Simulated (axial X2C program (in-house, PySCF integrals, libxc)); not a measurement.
## RuO⁻: from the spin-free to the two-component result

Calculated with an in-house relativistic program for diatomic molecules. Spin-free means the one-electron spin-free X2C Hamiltonian; two-component (2c) means X2C with spin–orbit coupling and atomic mean-field two-electron Coulomb and Gaunt terms, so the difference of the two also holds small scalar two-electron terms. Basis: Ru dyall-acv3z [13s13p9d5f3g], O dyall-av3z [7s6p3d2f] (cores contracted in-house); Gaussian nuclei, density fitting, unrestricted open shells. Masses: Ru 101.904 u, O 15.995 u.

Spin-free state: M_S = 3/2, Λ = 0 (beyond evenly filled blocks: σα, π+α, π-α); fragments Ru + O-.

| level | Re (Å) | ωe (cm⁻¹) | De (eV) | μ (D) |
| --- | --- | --- | --- | --- |
| PBEsol | 1.687 | 900.8 | 5.758 | -0.96 |

Dipoles are positive if O is the positive end and refer to the centre of mass.

Two-component determinant lowest at the distance of the search:

Ω = 7/2 (⟨Sz⟩ = 1.50, ⟨Lz⟩ = 2.00 at PBEsol); fragments Ru + O-.

```
 level  Re (Å)  ωe (cm⁻¹)  μ (D)
PBEsol   1.716      877.1  -0.78
```

Task: From the two tables, how do the constants change at the PBEsol level (2c against spin-free)?

Result: At the PBEsol level Re rises by 0.029 Å and ωe falls by 23.7 cm⁻¹. The two determinants differ in configuration, so these shifts compare two states and are not the spin–orbit effect on one state.

Occupations by symmetry block were frozen at the best pattern of an incomplete PBE0 search. Dissociation energies refer to the lowest single-determinant-based atoms at the same level and basis. De is not given where an atomic determinant may have missed its ground term or J level, or where the truncated virtual space spoils (T). Density functionals use the spin component along the axis (collinear). Other states lie close and PBE0, whose exact exchange favours high spin, may order them wrongly; the determinant shown need not be the ground state. The nearest other spin-free determinant of the search, M_S = 5/2, Λ = 2, lies 0.27 eV up at the distance of the search. The functionals have no current-density term, which raises determinants with orbital currents, atoms included. With several unpaired electrons one determinant need not be a pure state. At some level and bond length an empty orbital lies below a filled one. The highest occupied level of some functionals is positive through self-interaction error; at Hartree–Fock it is bound.
